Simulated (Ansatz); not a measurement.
Reaction (ligand exchange at a Zn–C bond): `[CH3][Zn][N](C)C` + HCl → `C[N](C)[Zn][Cl]` + CH₄

Computed with Ansatz on PBE0-D4/def2-TZVP structures; ΔE is electronic, products minus reactants. CBS: MP2 limit from def2 TZ/QZ plus the TZ coupled-cluster correction, frozen cores. This one scheme is used for every species. DFT in def2-TZVPP. For Zn outer-core shells are correlated without core-valence functions, which leaves a few kJ/mol of doubt a bond. Scalar relativity is left out up to krypton. One conformer a species, not always the lowest.

```csv
level,ΔE (kJ/mol),difference from CCSD(T)/CBS
BLYP-D4,-142.4,10.6
r2SCAN-D4,-150.7,2.3
B97M-V,-154.1,-1.1
CAM-B3LYP-D4,-151.8,1.2
PBE-QIDH,-153.9,-0.9
revPBE,-141.9,11.1
BLYP,-144.1,8.9
HF/def2-SVP,-183.3,-30.3
MP2/def2-TZVPP,-144.9,8.1
CCSD/CBS(def2),-157.5,-4.5
CCSD(T)/CBS,-153.0,0
```

(1) What do rigid-rotor, harmonic-oscillator terms from PBE0-D4/def2-TZVP frequencies (298.15 K, 1 bar) make of the CCSD(T)/CBS value? (An estimate is asked.)

Largest T1 diagnostic among the species: 0.014.

Results:

(1) Ansatz gave: ΔZPE = +10.1 kJ/mol, ΔH = -144.0 kJ/mol, ΔS = -24 J/(mol·K), ΔG = -136.8 kJ/mol. Modes under 50 cm⁻¹ make the entropy rough.

From PBE to PBE0 (25 % exact exchange), in def2-TZVPP and without D4, ΔE moves by −10.0 kJ/mol. Leaving LDA and LC-ωPBE aside and taking each functional with its dispersion term where it has one, the values, not all of them listed here, spread over 25.0 kJ/mol, from BHLYP-D4 to revPBE-D4. LDA lies +8.3 kJ/mol from PBE without D4.
